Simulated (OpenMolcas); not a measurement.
Levels of Hf by method

```yaml
Program: OpenMolcas 26.06
Basis: ANO-RCC-VTZP [8s7p5d3f2g1h]
Scalar_Hamiltonian: DKH2, point nucleus
Active_space: 4 electrons in 9 orbitals (RAS2 5d 6s; RAS3 6p, at most 2 electrons)
State_averaging: 2S+1 = 3 even, 55 roots; 2S+1 = 5 even, 10 roots kept (CI in the orbitals of an earlier block); 2S+1 = 1 even, 50 roots kept (CI in the orbitals of an earlier block, 43 in the spin-orbit step); 2S+1 = 3 odd, 72 roots (47 in the spin-orbit step); 2S+1 = 5 odd, 30 roots kept (CI in the orbitals of an earlier block); 2S+1 = 1 odd, 28 roots kept (CI in the orbitals of an earlier block)
Spin-orbit_coupling: RASSI with atomic mean-field integrals over the reference wave functions, term energies averaged over their components
```

Methods on the same reference wave functions:
A. RASSCF
B. SS-RASPT2, IPEA 0.25 Eh, imaginary shift 0.1 Eh (closed shells correlated: 5s 5p)
C. MS-RASPT2, IPEA 0.25 Eh, imaginary shift 0.1 Eh (closed shells correlated: 5s 5p)

Energies in cm-1 above 5d2 6s2 3F2, the measured ground level; measured values from NIST Handbook of Basic Atomic Spectroscopic Data.

| Level | A | B | C | Measured |
| --- | --- | --- | --- | --- |
| 5d2 6s2 3F2 | 0.0 | 0.0 | 0.0 | 0.0 |
| 5d2 6s2 3F3 | 2236 | 2300 | 2300 | 2357 |
| 5d2 6s2 3F4 | 4402 | 4440 | 4430 | 4568 |
| 5d2 6s2 3P0 | 5856 | 5210 | 5190 | 5522 |
| 5d2 6s2 1D2 [52 %] | 5994 | 5330 | 5330 |  |
| 5d2 6s2 3P1 | 6797 | 6200 | 6180 | 6573 |
| 5d2 6s2 3P2 [57 %] | 9303 | 8640 | 8630 | 8984 |
| 5d 6s2 6p 3F* 2 [58 %] | 10131 | 11820 | 11720 | 10509 |
| 5d2 6s2 1G4 | 11904 | 10980 | 10980 | 10533 |
| 5d 6s2 6p 3F* 3 [72 %] | 13392 | 15450 | 15460 | 14542 |
| 5d3 6s 5F1 | 13790 | 12880 | 12870 |  |
| 5d3 6s 5F2 | 14527 | 13630 | 13630 |  |
| 5d 6s2 6p 3D* 1 | 14891 | 15680 | 15320 | 14018 |
| 5d3 6s 5F3 | 15581 | 14710 | 14700 |  |
| 5d2 6s 6p 5G* 3 [56 %] | 16455 | 19390 | 19290 |  |
| 5d 6s2 6p 3F* 4 [51 %] | 16668 | 19000 | 19020 |  |
| 5d 6s2 6p 3D* 2 | 16814 | 17540 | 17270 | 16163 |
| 5d3 6s 5F4 | 16838 | 15960 | 15960 |  |
| 5d3 6s 5F5 | 18157 | 17240 | 17240 |  |
| 5d2 6s 6p 5G* 4 [50 %] | 18415 | 21390 | 21300 |  |
| 5d 6s2 6p 3P* 1 | 19316 | 20430 | 20340 | 18143 |
| 5d 6s2 6p 3P* 0 | 19406 | 20570 | 20430 | 18270 |
| 5d2 6s 6p 5G* 5 | 19801 | 23260 | 23250 |  |
| 5d2 6s 6p 5F* 1 | 20104 | 22720 | 22720 |  |

Deviations, from unrounded energies. A percentage is the sum of absolute deviations over the sum of measured energies, with the sign that they share, or ± where signs differ.

```csv
Against measurement,Levels,A,B,C
mean absolute deviation (cm-1),12,660,960,880
fine structure of the ground term (%),2,-4.1,-2.6,-2.8
other terms of the ground configuration (%),4,+7.1,±4.7,±4.8
other configurations (%),6,±5.8,+10.7,+9.7
```

A lies closest to measurement on these levels and B furthest from it. The largest miss of A in the table is 5d2 6s2 1G4, by +1400 cm-1. The ranking rests on the paired levels alone, and a cruder setting can come out closer through cancelling errors.

Between B and C the level of the table that moves most is 5d 6s2 6p 3D* 1, by 360 cm-1 (lowest in C, highest in B). Moves below CASPT2's spread within the term are not significant.

The mean deviations of B to C differ by less than CASPT2's widest spread within a term (720 cm-1), so their order carries little weight.

From A to B the spin-free energies of the other terms of 5d2 6s2 shown, above 3F, scale by factors of 0.79 to 0.89, as is usual when dynamic correlation screens the repulsion within a d or f shell.

The lowest spin-free term lies below A's lowest term by 0.254 hartree in B, 0.254 hartree in C.

CASPT2 breaks the degeneracy within a term, and the mean is taken; among the terms shown or strongly mixed into the levels shown the widest spread is 720 cm-1 (5d2 6s2 1G, C). Some high roots are left out of the spin-orbit mixing, which shifts the levels that they would mix with. Terms from blocks run as CI alone lack orbitals of their own. Configurations are named by rounded mean occupations; where the s occupation lies near a half they are strongly mixed, a name can repeat and a true partner stay unpaired. A single d shell beside an s shell can misplace configurations of different d count against each other. Without dynamic correlation excited terms often stand tens of per cent too high (terms of higher spin than the ground term too low), and those without a measured partner can miss by more than the paired ones (holds for A). Computed and measured levels are paired by configuration, term and J; levels that our copy of the source lacks, or whose pairing is in doubt (as where it misses far off the trend of its configuration), stay unpaired and out of the deviations. Only configurations of the active space appear. The table leaves out levels that lie high or whose names do not pair safely across all columns.

A share in square brackets marks a mixed level and gives the weight of the term that names it, the lowest over the columns. * marks odd parity.
